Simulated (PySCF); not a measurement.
# C₆ coefficients of unlike pairs at PBE

Calculated with PySCF 2.14 from the dipole response of each species, C₆(A,B) = (3/π) ∫ α_A(iu) α_B(iu) du, in atomic units, from isotropic polarisabilities. For ions this is the dispersion term alone; charge-induced terms of lower order in 1/R come first.

```
species      configuration                                                                            basis      relativity  α (bohr³)  C₆ (like pair)
    Ne⁺  [He] 2s2 2p5 (2P)                                                           aug-cc-pVTZ (5s4p3d2f)            none      1.376           2.461
    Nb⁺      [Kr] 4d4 (5D)             def2-QZVPPD with the def2 core potential (28 electrons) (7s5p4d3f2g)  core potential      27.12           172.7
   Zn³⁺      [Ar] 3d9 (2D)                                        aug-cc-pVTZ-PP with ECP10MDF (6s6p5d3f2g)  core potential      1.489           3.323
   Cl²⁺  [Ne] 3s2 3p3 (4S)  aug-cc-pCVTZ-DK with one added diffuse shell each of s, p, d, f type (9s8p6d4f)   spin-free X2C      5.849           20.86
```

(1) Estimate C₆ for Cl²⁺ with Ne⁺.

No spin-orbit coupling is included.

The other pairs:

```csv
pair,C₆
"Cl²⁺, Nb⁺",57.48
"Zn³⁺, Nb⁺",19.17
"Zn³⁺, Ne⁺",2.837
"Nb⁺, Ne⁺",17.31
"Cl²⁺, Zn³⁺",7.462
```

## Answers

(1) The integral gives 6.687. The combination rule 2 C_A C_B / (C_A α_B/α_A + C_B α_A/α_B) gives 6.680 and the geometric mean 7.165.
